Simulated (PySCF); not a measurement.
Nickel: a sound run and one with changed settings

Sound run: Ni [Ar] 3d8 4s2, Ni⁺ [Ar] 3d9. Calculation: PySCF 2.14, in def2-SVP (5s3p2d1f, 31 functions); the non-relativistic Hamiltonian (point nucleus). In the sound run the correlated levels freeze [Ar]. The sound run starts from symmetry-adapted Hartree-Fock orbitals and uses a fine grid where one is needed.

Changed run: scalar relativity by spin-free X2C-1e. This setting is unsound on purpose.

```
species  method  sound run (hartree)  changed run (hartree)  converged
     Ni     UHF          -1506.64312            -1516.59227        yes
     Ni    MN15          -1508.19307            -1518.14024        yes
     Ni     MP2          -1506.82766            -1516.77698        yes
    Ni⁺     UHF          -1506.34536            -1516.28108        yes
    Ni⁺    MN15          -1507.95604            -1517.88685        yes
    Ni⁺     MP2          -1506.57792            -1516.51363        yes
```

Ionisation energy of Ni:

| method | sound run (eV) | changed run (eV) |
| --- | --- | --- |
| UHF | 8.102 | 8.468 |
| MN15 | 6.450 | 6.895 |
| MP2 | 6.796 | 7.166 |
| SCS-MP2 | 7.066 | 7.439 |

Most of the change in total energy is the relativistic energy itself. On top of that the contraction fixes the core shape for the Hamiltonian it was made with, so the changed run is not a good calculation with the other Hamiltonian either.

For comparison, NIST gives 7.640 eV between the lowest levels.
